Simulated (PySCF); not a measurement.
Al(OH)3(NH3), H6AlNO3, singlet, PBE0/def2-SVP optimised geometry.

```
11

Al    -0.71    -0.50     0.00
O      1.02    -0.50     0.00
H      1.52    -0.97     0.67
O     -1.52    -1.82     0.77
H     -2.14    -1.67     1.48
O     -1.51     1.04     0.00
H     -1.08     1.82     0.35
N     -1.03    -1.02    -1.92
H     -1.57    -0.29    -2.39
H     -1.56    -1.90    -1.95
H     -0.14    -1.14    -2.40
```

Density from PBE0/def2-TZVP run with PySCF at that geometry.

Minimum of the electron density along straight lines between bonded atoms, close to the bond critical point (lines longer than 1.1 times the sum of covalent radii, or with two minima, are not listed):

| bond | length / Å | ρ at the minimum / e bohr⁻³ | ∇²ρ there / e bohr⁻⁵ | position (fraction from the first atom) |
|---|---|---|---|---|
| Al1–O2 | 1.731 | 0.101 | 0.71 | 0.43 |
| O2–H3 | 0.958 | 0.360 | -2.41 | 0.80 |
| Al1–O4 | 1.731 | 0.101 | 0.70 | 0.43 |
| O4–H5 | 0.958 | 0.360 | -2.41 | 0.80 |
| Al1–O6 | 1.731 | 0.101 | 0.70 | 0.43 |
| O6–H7 | 0.958 | 0.359 | -2.41 | 0.80 |
| Al1–N8 | 2.015 | … | … | 0.41 |
| N8–H9 | 1.020 | 0.332 | -1.69 | 0.75 |
| N8–H10 | 1.020 | 0.331 | -1.69 | 0.75 |
| N8–H11 | 1.020 | 0.332 | -1.69 | 0.75 |

### Question
What belongs in the gaps?

### Answer

- Al1–N8, ρ at the minimum / e bohr⁻³: 0.057
- Al1–N8, ∇²ρ there / e bohr⁻⁵: 0.27
